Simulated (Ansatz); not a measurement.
Input for Ansatz (a first-principles code): R-wB97X-V/def2-TZVPP on LaF, 2S+1 = 1, a spin state set in the input, which need not be the lowest, a point of a bond scan (R = 2.067 Å). Elements past Kr take the def2 small-core potentials; no spin–orbit coupling.

Ansatz 0.2 input:
```yaml
crystal:
  periodic: [false, false, false]
  atoms:
    - {symbol: La, position_ang: [0.00000000, 0.00000000, 0.00000000]}
    - {symbol: F, position_ang: [0.00000000, 0.00000000, 2.06668400]}
basis:
  gaussian:
    orbitals: def2-TZVPP
    pivot_positions_ang: [[0.00000000, 0.00000000, 0.00000000], [0.00000000, 0.00000000, 2.06668400]]
hamiltonian:
  xc: {name: wB97X-V}
output: {forces: true, orbitals: {seedname: ./end}}
```

Program output:

```
WARN ansatz: RAYON_NUM_THREADS=2 ignored (pool sized by the plan → 2); use --threads N
Functional definition: wB97X-V
integrals: 0.05 GiB planned
477 factors; their error is unknown
integrals: 0.09 GiB planned
165 factors; integrals over basis functions are off by at most 2.6e-5 eV
mean field: 0.34 GiB planned
mean field evaluation 1: about -3572.3863 eV, gradient 4.5e1 eV
mean field evaluation 2: about -3566.2842 eV, gradient 8.2e1 eV
mean field evaluation 4: about -3576.0688 eV, gradient 8.5e-1 eV
mean field evaluation 8: about -3576.0844 eV, gradient 6.2e-2 eV
mean field evaluation 16: about -3576.0987 eV, gradient 8.2e-5 eV
mean field -3576.09874268 eV, -131.4192048265 hartree, gradient 8.2e-5 eV, S^2 0.000000; 0 other end points of the search recorded, 0 dependent functions left out
the calculation of the forces begins
reference -3576.09874049 eV, -131.4192047463 hartree; 10, 10 occupied and 77, 77 virtual orbitals, 477 factors
Total energy: -3576.09874049 eV, -131.4192047463 hartree
Atom 0 at     0.000000     0.000000     0.000000 Å, force     0.000000     0.000000    -0.087930 eV/Å
Atom 1 at     0.000000     0.000000     2.066684 Å, force     0.000000    -0.000000     0.087930 eV/Å
Dipole moment:    -0.000000     0.000000    -0.383289 e Å
```

The run converged.

Cost: very roughly 10 core-seconds.
